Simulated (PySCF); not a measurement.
## UHF on Ni (nickel, neutral)

Configuration: [Ar] 3d7 4s2 4p1, one real determinant (an excited configuration). Computed with PySCF 2.14 in aug-cc-pVTZ-DK (8s7p5d3f2g, 93 functions), with the spin-free X2C one-electron Hamiltonian (Gaussian nucleus).

| Item | Value |
| --- | --- |
| Total energy | -1518.878326 hartree |
| One-electron energy | -2101.1196 hartree |
| Hartree (Coulomb) energy | 644.4997 hartree |
| Exchange energy | -62.2584 hartree |
| ⟨S²⟩ | 6.0082 |
| ⟨L²⟩ | 13.871 |
| Sum of ⟨r⟩ | 23.15 bohr |
| Sum of ⟨r²⟩ | 44.50 bohr² |
| Traceless quadrupole moment −½Σ⟨3z² − r²⟩ along its main axis | -6.74 e·bohr² |
| Langevin diamagnetic susceptibility | -35.2 ×10⁻⁶ cm³/mol |

| shell | electrons | mean orbital energy (hartree) | spread (hartree) | rms radius, mean of both spins (bohr) |
| --- | --- | --- | --- | --- |
| 1s α | 1 | -309.07310 | 0 | 0.0624 |
| 1s β | 1 | -309.06869 | 0 | 0.0624 |
| 2s α | 1 | -39.00728 | 0 | 0.265 |
| 2s β | 1 | -38.89186 | 0 | 0.265 |
| 2p α | 3 | -33.46376 | 0.00970 | 0.238 |
| 2p β | 3 | -33.34894 | 0.00189 | 0.238 |
| 3s α | 1 | -5.45056 | 0 | 0.789 |
| 3s β | 1 | -5.14853 | 0 | 0.789 |
| 3p α | 3 | -3.76473 | 0.01646 | 0.838 |
| 3p β | 3 | -3.40248 | 0.03144 | 0.838 |
| 3d α | 5 | -1.05142 | 0.06417 | 1.03 |
| 3d β | 2 | -0.90684 | 0.01196 | 1.03 |
| 4s α | 1 | -0.43052 | 0 | 2.84 |
| 4s β | 1 | -0.35087 | 0 | 2.84 |
| 4p α | 1 | -0.20508 | 0 | 3.88 |

⟨L²⟩ = 13.87 against 20 for a pure G term, so this real determinant mixes terms.

Densities and radii are taken from the X2C orbitals without a picture-change correction, which distorts them close to the nucleus.

Spin-orbit constants ζ (cm⁻¹) from the X2C one-electron operator on these orbitals: bare nucleus, nucleus screened by l(l+1)(2l+1)/3 electrons, and screened by the Breit-Pauli mean field of the electrons.

```csv
shell,bare,screened nucleus,mean field
2p,98520,91480,88310
3p,12630,11730,11250
3d,1255,806.6,735.1
4p,408.6,379.4,359.7
```

To first order the Landé constant is A = -115.3 cm⁻¹, so the lowest level has J = 6 and lies 0.114 eV below the centre of the term. This holds in LS coupling only.
